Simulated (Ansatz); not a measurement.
Input and output for `[CH2]1[NH][SnH2]1`.

```yaml
crystal:
  periodic: [false, false, false]
  atoms:
    - {symbol: C, position_ang: [-0.834176, 0.614518, -0.555185]}
    - {symbol: N, position_ang: [-0.104587, 0.969393, 0.409577]}
    - {symbol: Sn, position_ang: [0.860230, -1.326928, -0.253918]}
    - {symbol: H, position_ang: [-1.759316, 0.100970, -0.592130]}
    - {symbol: H, position_ang: [-0.385473, 0.882896, -1.597267]}
    - {symbol: H, position_ang: [-0.606563, 0.736285, 1.259194]}
    - {symbol: H, position_ang: [2.390048, -0.488563, -0.046820]}
    - {symbol: H, position_ang: [0.575716, -1.531297, 1.442040]}
basis:
  gaussian: {orbitals: ANO-RCC-VTZP}
hamiltonian: {xc: {name: PBE}, dispersion: d4}
output: {forces: true}
```

```sh
$ ansatz run in.yaml --threads 2 --pin off --events-out ev --progress --plain --max-ram 4352MiB
```

It prints (some lines left out):

```
Functional definition: PBE
1381 factors; their error is unknown
mean field evaluation 1: about -170643.7499 eV, gradient 9.4e1 eV
mean field evaluation 2: about -170347.8324 eV, gradient 2.4e2 eV
mean field evaluation 4: about -170663.2633 eV, gradient 3.6e1 eV
mean field evaluation 8: about -170665.7653 eV, gradient 6.3e-1 eV
mean field evaluation 16: about -170665.7352 eV, gradient 5.6e-3 eV
mean field -170665.73520892 eV, -6271.8500875376 hartree, gradient 1.4e-5 eV, S^2 0.000000; 0 other end points of the search recorded, 0 dependent functions left out
reference -170665.73527773 eV, -6271.8500900665 hartree; 34, 34 occupied and 164, 164 virtual orbitals, 1381 factors
Total energy: -170665.88645351 eV, -6271.8556456739 hartree
Relativity: scalar
Atom 0 at    -0.834176     0.614518    -0.555185 Å, force     1.480277     0.169073    -4.741242 eV/Å
Atom 1 at    -0.104587     0.969393     0.409577 Å, force     0.778422     0.892555     2.236193 eV/Å
Atom 2 at     0.860230    -1.326928    -0.253918 Å, force     0.081502    -0.111247    -0.551934 eV/Å
Atom 3 at    -1.759316     0.100970    -0.592130 Å, force    -1.445422    -0.443342     0.352568 eV/Å
Atom 4 at    -0.385473     0.882896    -1.597267 Å, force    -0.953422    -0.434374     1.222638 eV/Å
Atom 5 at    -0.606563     0.736285     1.259194 Å, force     0.095563    -0.101538     1.004964 eV/Å
Atom 6 at     2.390048    -0.488563    -0.046820 Å, force     0.110680     0.063467    -0.034375 eV/Å
Atom 7 at     0.575716    -1.531297     1.442040 Å, force    -0.147599    -0.034594     0.511188 eV/Å
Dipole moment:    -0.471019    -0.003923    -0.111290 e Å
```

Hardware: 2 threads of an AMD EPYC 7R32 on a shared host. Wall time 7 s, peak host memory 0.35 GiB.
